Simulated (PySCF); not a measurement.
Question: Write Cartesian coordinates for W(NEt)F4, `CC[N]=[W]([F])([F])([F])[F]` as optimised with PBE0-D3(BJ)/def2-SVP. (Singlet state.)

Answer: 
```
atom  x, y, z in Å
W1     0.5047    0.0183   -1.9048
N2     0.4831   -0.0170   -0.2030
C3     0.3975   -0.0486    1.2170
C4    -1.0437    0.0015    1.6991
H5     0.8991   -0.9669    1.5683
H6     0.9758    0.8044    1.6126
H7    -1.0703   -0.0294    2.7980
H8    -1.5363    0.9259    1.3648
H9    -1.6152   -0.8547    1.3130
F10    2.3232    0.0312   -2.3406
F11    0.5049    1.8436   -2.3173
F12   -1.3027    0.0266   -2.3873
F13    0.5106   -1.7870   -2.3975
```

Any rigid rotation of these coordinates is as good. Atoms count from 1 in this order. All 4 F–W bonds measure 1.870 to 1.871 Å. W1 (tungsten bonded to 4 F and N) is square pyramidal (τ5 = (β − α)/60° = 0.01 from the two widest angles, 152.0° and 151.6° (0 for a square pyramid, 1 for a trigonal bipyramid)).

Bonds between heavy atoms (Å): W1–N2 1.702, W1–F10 1.870, W1–F11 1.871, W1–F12 1.871, W1–F13 1.871, N2–C3 1.423, C3–C4 1.521.

Method: PBE0-D3(BJ)/def2-SVP geometry optimisation, gas phase, def2 core potentials past Kr (PySCF 2.14.0).

Point group: near Cs, missed by 0.08 Å at most; the miss may be what the optimiser left on a soft mode. Whether it is a minimum is left open (no frequencies).
